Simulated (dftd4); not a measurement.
C₆H₁₃BO₂, triplet, at the geometry of the source list (a higher spin typed on purpose: for a closed-shell molecule this is an excited state); D4 for hf in dftd4.

Here is a job for dftd4.
```
$ dftd4 mol.xyz --func hf --charge 0 --json dftd4.json --noedisp --grad

# file mol.xyz
22

C     -1.74100000     0.14790000     0.87670000
C     -0.73420000     0.17360000    -0.27980000
C     -1.11520000    -0.90550000    -1.29170000
O     -0.84600000     1.45790000    -0.89890000
B      0.23980000     2.19760000    -0.57270000
O      1.16880000     1.50510000     0.12750000
C      0.76720000     0.13510000     0.20020000
C      0.97620000    -0.37300000     1.62570000
C      1.68520000    -0.64730000    -0.74660000
H     -2.73590000     0.31720000     0.47170000
H     -1.52780000     0.94630000     1.58300000
H     -1.72560000    -0.80950000     1.38870000
H     -2.16030000    -0.77830000    -1.56210000
H     -0.52370000    -0.82320000    -2.19740000
H     -0.98180000    -1.89250000    -0.85870000
H      0.36130000     3.31530000    -0.86530000
H      0.45630000     0.24960000     2.34620000
H      2.03870000    -0.33580000     1.85710000
H      0.63340000    -1.40100000     1.71430000
H      1.60370000    -0.25880000    -1.75880000
H      2.71370000    -0.51380000    -0.41920000
H      1.44740000    -1.70690000    -0.74000000
```

The log (banner, timings and long lists left out):

```
                    ____  _____ _____     ____  _  _
      -------------|  _ \|  ___|_   _|---|  _ \| || |------------
     |             | | | | |_    | | ___ | | | | || |_           |
     |             | |_| |  _|   | ||___|| |_| |__   _|          |
     |             |____/|_|     |_|     |____/   |_|            |
     |             ===================================           |
     |            E. Caldeweyher, S. Ehlert & S. Grimme          |
     |          Mulliken Center for Theoretical Chemistry        |
     |                    University of Bonn                     |
      -----------------------------------------------------------

Rational (Becke-Johnson) damping: hf-D4-ATM
---------------------
  s6         1.0000
  s8         1.6168
  s9         1.0000
  a1         0.4496
  a2         3.3574
 alp        16.0000
--------------------

Dispersion energy:      -7.6293084295503E-02 Eh

Gradient norm:           8.4501763638012E-03 Eh/a0
--------------------------------------------------
     #    Z           dE/dx      dE/dy      dE/dz
--------------------------------------------------
     1    6 C    -2.772E-03 -1.192E-04  1.575E-03
     2    6 C    -1.263E-03  5.889E-04 -5.641E-04
     3    6 C    -1.716E-03 -1.852E-03 -1.968E-03
     4    8 O    -8.364E-04  1.887E-03 -1.057E-03
     5    5 B     2.457E-04  2.258E-03 -5.877E-04
     6    8 O     1.254E-03  1.947E-03  5.879E-05
     7    6 C     1.383E-03  5.206E-04  2.763E-04
     8    6 C     1.410E-03 -9.729E-04  2.705E-03
     9    6 C     2.605E-03 -1.420E-03 -1.176E-03
    10    1 H    -6.321E-04  7.361E-05  3.616E-04
    11    1 H    -7.658E-04  1.921E-04  5.838E-04
    12    1 H    -7.747E-04 -2.094E-04  5.512E-04
    13    1 H    -3.542E-04 -3.589E-04 -5.074E-04
    14    1 H    -4.016E-04 -3.986E-04 -7.203E-04
    15    1 H    -4.488E-04 -7.534E-04 -4.663E-04
    16    1 H     4.788E-05  4.407E-04 -1.150E-04
    17    1 H     3.487E-04 -7.422E-05  8.434E-04
    18    1 H     3.005E-04 -1.310E-04  6.353E-04
    19    1 H     3.113E-04 -5.071E-04  7.934E-04
    20    1 H     7.582E-04 -2.710E-04 -5.625E-04
    21    1 H     6.144E-04 -2.405E-04 -3.185E-04
    22    1 H     6.863E-04 -6.006E-04 -3.415E-04
--------------------------------------------------

Virial:
--------------------------------------------------
      component           x          y          z
--------------------------------------------------
          x       5.148E-02 -1.342E-03  1.018E-03
          y      -1.342E-03  3.700E-02  8.500E-04
          z       1.018E-03  8.500E-04  4.032E-02
--------------------------------------------------

[Info] Dispersion results written to 'dftd4.txt'
[Info] JSON dump of results written to 'dftd4.json'
```
